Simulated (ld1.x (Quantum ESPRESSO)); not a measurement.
# Which setting gave this result? (manganese, TM)

Base potential:

* Element: manganese
* Generator: ld1.x (Quantum ESPRESSO) 7.5
* Type: norm-conserving Troullier–Martins (Kleinman–Bylander form)
* Functional: PBEsol
* Relativity: scalar-relativistic
* Frozen core: [Ar]
* Valence charge: 7
* Reference configuration: 3d5 4s0 4p0 (charge +2)
* Partial waves: 4s (bound, empty): rc 2.30 bohr; 4p (bound, empty): rc 0.95 bohr; 3d (bound): rc 1.35 bohr
* Local potential: the d channel
* Core correction: Bessel-smoothed model core inside 0.70 bohr

Cutoffs, loose and tight: the cutoffs (Ry, on a coarse ladder) from which the occupation-weighted sum of valence levels, in a spherical-Bessel basis at the reference potential, stays within 10 and 1 mRy of its value at 400 Ry. They do not see the model core or the augmentation charge, which bear on the density cutoff. Test errors are all-electron minus pseudo excitation energies from the reference, over the configurations 3d5 4s2 4p0; 3d5 4s1 4p0; 3d4 4s0 4p0; 3d5 4s1 4p1; 3d6 4s0 4p0; 3d4 4s2 4p1; 3d5 4s1.5 4p0; variants that change the core or the reference have their own tests. The largest error is taken over the tests solved by every variant that gives reliable tests at all, those not shown here included: 3d4 4s0 4p0; 3d5 4s1 4p0; 3d5 4s1.5 4p0; 3d5 4s2 4p0; 3d6 4s0 4p0.

Only the scale of all radii but the core radius (base = 1) is moved:

```
scale of all radii but the core radius (base = 1)  cutoff, loose  cutoff, tight  bound ghosts  largest test error (meV)
                                             0.78         180 Ry         200 Ry          s, p                      -347
                                             0.84         160 Ry         180 Ry          s, p                      -348
                                             1.05         110 Ry         140 Ry          s, p                      -350
                                              1.1         100 Ry         120 Ry          p, s                      -348
                                             1.23          90 Ry         140 Ry          s, p                      -339
                                              1.3          80 Ry         120 Ry          s, p                      -330
                                             1.39          70 Ry         110 Ry          p, s                      -308
```

Question: One more run gave cutoff, loose: 140 Ry; cutoff, tight: 160 Ry; bound ghosts: s, p; largest test error (meV): -350. Which value of the scale of all radii but the core radius (base = 1) was used?

Answer: 0.95. The loose cutoff moves one way along this sweep, from 180 Ry at 0.78 to 70 Ry at 1.39, which places the run between 0.84 and 1.05.
